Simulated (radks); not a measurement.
Problem. Numerical settings for the erbium ion Er+, [Xe] 4f12 6s1. All-electron calculation, scalar-relativistic Kohn-Sham, r2SCAN, spin-polarised, spherical densities, finite nucleus; open shells are filled with parallel spins first (spin-orbit coupling, left out, can overturn this in heavy ions); meta-GGA in the generalised Kohn-Sham scheme; Fermi nuclear charge, rms radius 5.2516 fm. Program: a radial shooting solver on a logarithmic mesh with Libxc functionals. The defaults (mesh step 0.008 in ln r, mesh end at 40 bohr or more with all orbitals vanishing there, Anderson mixing 0.5 over 9 steps, residual threshold near 1e-9 with the energy settled to 1e-9 hartree or 1e-11 of itself, here a cap of 61 iterations) give E = -13086.184 hartree and 4f at -8.383 eV in 16 iterations. Run on one thread of a shared host, so times are rough (Intel(R) Xeon(R) Platinum 8488C): 0.56 s of CPU time, 0.56 s wall, 16 iterations on 2360 mesh points. One setting is changed at a time: mesh step in ln r 0.003; mesh step in ln r 0.005; mesh step in ln r 0.02; mesh end (bohr) 1; mesh end (bohr) 3; residual threshold 0.01; residual threshold 0.001; mixing 1.5; linear mixing, mixing 1; linear mixing, mixing 0.2; mixing history 20; iteration cap 8. Which runs fail to converge, and which converge to a wrong energy?

Solution. Not converged within the cap: linear mixing, mixing 1; linear mixing, mixing 0.2; iteration cap 8. Settled on a wrong energy, with an occupied level pushed above zero by the early mesh end: mesh end (bohr) 1 (+263 hartree); mesh end (bohr) 3 (+1.65 hartree). Apart from these: no run marked as converged misses the energy by more than 1 mhartree.
